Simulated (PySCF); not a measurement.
- σ from GIAO-PBE0/pcSseg-1
- GFN2-xTB geometry
- code: PySCF 2.14
- relativity neglected, one averaged value for each set of equivalent atoms, a single conformation, gas phase

δ = σ(ref) − σ, references computed at the same level: ¹H (σref 31.72), ¹³C (σref 186.93) against TMS. Acid and N–H amide carbonyl carbons lie up to 10 ppm further downfield in solution (hydrogen bonding). Shifts are as computed. Against solution values, carbons near 30 ppm lie about +3 ppm off and those near 130 ppm about +5 ppm. Of 1211 compounds with measured shifts, 218 miss one by over three times the rms of a fit or turn the order of signals round; such compounds aren't used in these exercises. Groups on amide-type nitrogens are kept apart (slow C–N rotation). OH and NH positions are gas-phase values without hydrogen bonding to other molecules.

(1) Order these molecules by the shift of their most deshielded carbon, lowest δ first.
A. CCn1nccc1C#N
B. COC1CPC1
C. c1cnc(C2CC2)nn1

(2) Order these molecules by the shift of their most shielded carbon-bound hydrogen, lowest δ first.
A. C=C(C(N)=O)[C@H](C)C1CC1
B. c1cnc(C2CC2)nn1
C. COC1CPC1
D. CCn1nccc1C#N

(3) How many ¹³C and ¹H signals does each give (equivalence by symmetry and fast rotation, but not about amide C–N or C=N bonds)? `COC1CPC1`, `C=C(C(N)=O)[C@H](C)C1CC1`, `c1cnc(C2CC2)nn1`, `CCn1nccc1C#N`

## Answers

(1) B (81.2 ppm, sp3 CH bonded to O), A (141.5 ppm, aromatic CH next to a ring nitrogen), C (177.6 ppm, substituted aromatic carbon next to a ring nitrogen).

(2) A (-0.08 ppm, hydrogen on a three-membered-ring carbon), B (1.22 ppm, hydrogen on a three-membered-ring carbon), D (1.55 ppm, hydrogen on a methyl carbon), C (1.98 ppm, hydrogen on an sp3 CH2 bonded to P).

(3) COC1CPC1: 3 C, 5 H; C=C(C(N)=O)[C@H](C)C1CC1: 8 C, 11 H; c1cnc(C2CC2)nn1: 5 C, 5 H; CCn1nccc1C#N: 6 C, 4 H.
